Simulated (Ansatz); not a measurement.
Mulliken charges of CHBClF₃O (`FC(F)(F)OBCl`) from PBE/def2-TZVPP in Ansatz (PBE0-D4/def2-TZVP geometry).

```tsv
atom	x (Å)	y (Å)	z (Å)	charge (e)
F1	0.377	1.363	-1.032	-0.121
C2	-0.632	0.645	-0.554	0.456
F3	-0.944	-0.288	-1.446	-0.121
F4	-1.676	1.442	-0.401	-0.117
O5	-0.335	0.105	0.656	-0.200
B6	0.668	-0.771	0.944	0.182
Cl7	1.790	-1.375	-0.241	-0.104
H8	0.751	-1.120	2.075	0.025
```

Question: By hand: the dipole of these point charges (1 e Å = 4.8032 D).

Answer: Σ q r = (-0.002, -0.051, 0.212) e Å, of length 0.218 e Å = 1.05 D.

Question: How does the dipole of the full density compare? (Estimate.)

Answer: The calculation gave: (0.055, -0.074, 0.121) e Å, 0.73 D; the point charges give 1.44 times that, at 28° from its direction.

Point charges leave out the atoms' own dipoles, such as those of lone pairs, and Mulliken's split depends on the basis, so the two needn't agree.
